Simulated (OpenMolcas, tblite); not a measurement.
**C2H6Te (dimethyl telluride): the vertical ionisation energy, rung by rung**

The species is C2H6Te (9 atoms), meant as a singlet with charge 0. SMILES: `C[Te]C`. Geometry: relaxed at PBE0-D4/def2-TZVP.

Quantity: the vertical ionisation energy (to the doublet cation), in eV. The values are calculated.

```json
{"level": "IPEA1-xTB", "kind": "semi-empirical", "program": "tblite", "value (eV)": "12.69", "less CCSD(T)/def2-SVP": "+5.13", "CPU time (all runs)": "under 2 s"}
{"level": "HF/def2-SVP (core potential)", "kind": "Hartree–Fock", "program": "OpenMolcas", "value (eV)": "6.90", "less CCSD(T)/def2-SVP": "-0.66", "CPU time (all runs)": "16 s"}
{"level": "SVWN5/def2-SVP (core potential)", "kind": "LDA", "program": "OpenMolcas", "value (eV)": "7.89", "less CCSD(T)/def2-SVP": "+0.33", "CPU time (all runs)": "49 s"}
{"level": "PBE/def2-SVP (core potential)", "kind": "GGA", "program": "OpenMolcas", "value (eV)": "7.68", "less CCSD(T)/def2-SVP": "+0.12", "CPU time (all runs)": "76 s"}
{"level": "M06-L/def2-SVP (core potential)", "kind": "meta-GGA", "program": "OpenMolcas", "value (eV)": "7.66", "less CCSD(T)/def2-SVP": "+0.10", "CPU time (all runs)": "1.7 min"}
{"level": "TPSS/def2-SVP (core potential)", "kind": "meta-GGA", "program": "OpenMolcas", "value (eV)": "7.73", "less CCSD(T)/def2-SVP": "+0.17", "CPU time (all runs)": "1.9 min"}
{"level": "PBE0/def2-SVP (core potential)", "kind": "global hybrid", "program": "OpenMolcas", "value (eV)": "7.77", "less CCSD(T)/def2-SVP": "+0.21", "CPU time (all runs)": "72 s"}
{"level": "CCSD(T)/def2-SVP (core potential), open shells restricted", "kind": "coupled cluster or CI", "program": "OpenMolcas", "value (eV)": "7.56", "less CCSD(T)/def2-SVP": "0.00", "CPU time (all runs)": "2.6 min"}
```

CCSD(T)/def2-SVP (core potential), open shells restricted is the highest level here, not the true value. Spin-orbit coupling, which can split open shells on such heavy atoms by tenths of an eV, is left out. The values span 6.90 to 12.69 eV. The xTB values lack the empirical shift that such differences need. In the correlated wave-function rows the outer d shell of Te is correlated, in sets not made for it. Times are those of the runs behind each value, whatever else they computed, on shared processors of several kinds: orders of magnitude only.
